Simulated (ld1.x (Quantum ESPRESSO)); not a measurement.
**K, TM: configuration errors across variants**

K (Z = 19), norm-conserving Troullier–Martins (Kleinman–Bylander form), made with ld1.x (Quantum ESPRESSO) 7.5 (LDA (PZ), scalar-relativistic). Core [Ar], reference 3d0 4s0.5 4p0 (charge +0.5). Waves: 4s (bound): rc 4.05 bohr; 3d (bound, empty): rc 3.65 bohr; 4p (bound, empty): rc 3.65 bohr. Local part: the p channel. Core correction: Bessel-smoothed model core, default radius (core density twice the valence density).

All-electron excitation energies from the reference (eV): (1) 3d0 4s1 4p0 -1.710; (2) 3d0 4s0 4p1 -0.079; (3) 3d1 4s0 4p0 0.804; (4) 3d0.5 4s0.5 4p0 -0.460; (5) 3d0 4s0.5 4p0 spin -0.050; (6) 3d0 4s1 4p0 spin -1.850.

Spin tests fill each open shell by Hund’s rule, majority spin first.

A true bound ghost makes a file unfit for plane-wave use even where its test errors are small: the radial tests pick states by their node count and pass the ghost by.

Errors AE − PS in meV (a dash: test not solved or not reliable):

```tsv
change	(1)	(2)	(3)	(4)	(5)	(6)	bound ghosts
base	-11	-1.9	+0.1	-2.2	-0.5	-16	s
all radii but the core radius scaled by about 0.75 (s 3.02, p 2.72, d 2.72 bohr)	-1.6	-0.2	-2.7	-1.3	-0.2	-1.4	s
all radii but the core radius scaled by about 0.85 (s 3.46, p 3.12, d 3.12 bohr)	-2.1	-0.4	-2.1	-1.4	-0.1	-1.9	s
all radii but the core radius scaled by about 1.07 (s 4.32, p 3.90, d 3.90 bohr)	+8.1	-2.6	+0.9	+0.7	-0.5	+12	s
all radii but the core radius scaled by about 1.16 (s 4.70, p 4.24, d 4.24 bohr)	-0.2	-4.3	+2.2	-0.1	-1.3	-1.6	none
all radii but the core radius scaled by about 1.29 (s 5.24, p 4.72, d 4.72 bohr)	-1.5	-6.3	+2.6	+0.6	-2.3	-5.3	none
all radii but the core radius scaled by about 1.39 (s 5.64, p 5.08, d 5.08 bohr)	-2.1	-7.8	+2.2	+1.4	-3.1	-7.8	none
```

Give the same row for: all radii but the core radius scaled by about 0.94 (s 3.82, p 3.44, d 3.44 bohr).

-3.4, -1.1, -1.0, -1.5, -0.2, -4.1; bound ghosts: s.
